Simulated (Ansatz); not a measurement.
Reaction (substitution at a C–C bond): `C=CC(C)CC` + `[NH2][InH2]` → `C[NH][InH2]` + `C=CCCC`

Gas-phase electronic energies from Ansatz, PBE0-D4/def2-TZVP geometries. CCSD(T)/CBS is the MP2 limit (def2-TZVPP, def2-QZVPP) plus CCSD(T) − MP2 in def2-TZVPP, frozen cores. Functionals use def2-TZVPP. def2 core potentials past Kr. For In outer-core shells are correlated without core-valence functions, which leaves a few kJ/mol of doubt a bond. One conformer a species, not always the lowest.

Question: Is it downhill or uphill in electronic energy at CCSD(T)/CBS, and by how much? (Best estimate.)

Answer: Ansatz gave: Uphill: ΔE = +48.1 kJ/mol.

Question: What do these levels give: PBE0-D4, ωB97M-V, B2PLYP, CCSD/def2-TZVPP, CCSD(T)/def2-TZVPP, CCSD/CBS(def2)? (An estimate is asked.)

Answer: The calculation gave: PBE0-D4 44.5, ωB97M-V 48.6, B2PLYP 41.7, CCSD/def2-TZVPP 46.3, CCSD(T)/def2-TZVPP 47.2, CCSD/CBS(def2) 47.2 kJ/mol.

Largest T1 diagnostic among the species: 0.016.

The D4 term adds +6.1 kJ/mol with B3LYP and +3.7 kJ/mol with PBE0; it sums over pairs of atoms, weighted by their polarisabilities, and B3LYP, whose exchange is more repulsive, gets the larger term. In def2-TZVPP, CCSD(T) changes the Hartree–Fock value by +8.6 kJ/mol (the triples alone add +0.9 kJ/mol) and MP2 by +13.7 kJ/mol.

B3LYP here is the variant with VWN-RPA as its local correlation; programs differ in this.
